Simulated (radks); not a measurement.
Results of a calculation; reference values are marked as such.
The mean radii <r> (bohr) of the occupied orbitals of an atom or ion are listed with their occupations. Code: a radial shooting solver on a logarithmic mesh with Libxc functionals. Model: Dirac Kohn-Sham, OLYP, spin-unpolarised, spherical densities, point nucleus.

orbital  occ.      <r>
1s1/2       2  0.04409
2s1/2       2   0.1956
2p1/2       2   0.1685
2p3/2       4   0.1723
3s1/2       2   0.5732
3p1/2       2   0.5812
3p3/2       4   0.5916
3d3/2       4   0.6214
3d5/2       6   0.6255
4s1/2       2    1.641
4p1/2       1    1.874

Name the element and its charge. Open shells, if any, fill j = l - 1/2 first.

Answer. Z = 34, selenium, charge +3: Se3+ in [Ar] 3d10 4s2 4p1. The 1s radius gives Z: for a bare nucleus <r> = (2 gamma + 1)/(2Z) with gamma = sqrt(1 - (Z/c)^2), 0.0432 bohr for Z = 34, and screening makes it slightly larger (0.04409 here). The occupations add up to 31, and the charge is Z minus that.
